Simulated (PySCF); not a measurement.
Members of the series SiXY, Y = H; each row names its spin state. All species are isolated molecules in the gas phase. One relaxed conformer stands for each flexible species; it need not be the lowest. Strings in code marks are SMILES.

Computed with PySCF 2.14.0 with PBE0-D3(BJ)/def2-TZVP. 

| species | dipole moment (D) |
|---|---|
| X = methyl, multiplicity 3 (`[SiH]C` (excited triplet)) | 1.06 |
| X = fluoro, multiplicity 1 (`F[SiH]` (lower singlet)) | 0.96 |
| X = chloro, multiplicity 3 (`[SiH]Cl` (excited triplet)) | 0.94 |
| X = hydroxy, multiplicity 3 (`O[SiH]` (excited triplet; H–O–Si–H torsion 98°)) | – |
| X = amino, multiplicity 1 (`N[SiH]` (lower singlet)) | – |
| X = amino, multiplicity 3 (`[SiH]N` (excited triplet)) | – |
| X = vinyl, multiplicity 3 (`C=C[SiH]` (excited triplet; C–C–Si–H torsion 0°)) | – |
| X = AlH2, multiplicity 3 (`[AlH2][SiH]` (triplet; the order of the spin states depends on the level)) | – |
